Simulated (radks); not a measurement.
The gold anion Au-, [Hg], held by a Watson sphere: a shell of charge +1 at radius R that stands for the Madelung well of a crystal (potential energy -1/R inside, -1/r outside, in hartree with lengths in bohr). Method: scalar-relativistic Kohn-Sham, LB94 model potential, spin-polarised, spherical densities, point nucleus; computed with a radial shooting solver on a logarithmic mesh with Libxc functionals. Response by self-consistent Sternheimer equations with the Hartree and adiabatic LDA kernel, the relativistic mass of each level held fixed and spin-orbit coupling left out. The sphere does not respond.

R (bohr)  e(5p) (eV)  e(5d) (eV)  e(6s) (eV)  <r> 6s (bohr)  sum of <r^2> (bohr^2)  X-ray form factor at sin(theta)/lambda = 0.1 1/angstrom  alpha (bohr^3)
3.39         -64.743     -11.414     -10.516          2.811                  68.58                                                   75.636           41.46
3.87         -64.089     -10.739      -9.883          2.861                  69.52                                                   75.605           45.24
3.91         -64.038     -10.687      -9.832          2.864                  69.59                                                   75.602           45.53
4.74         -63.097      -9.733      -8.895          2.919                  70.63                                                   75.574           50.79
5.64         -62.297      -8.929      -8.091          2.950                  71.23                                                   75.561           54.61
6.02         -62.015      -8.648      -7.809          2.957                  71.38                                                   75.558           55.72
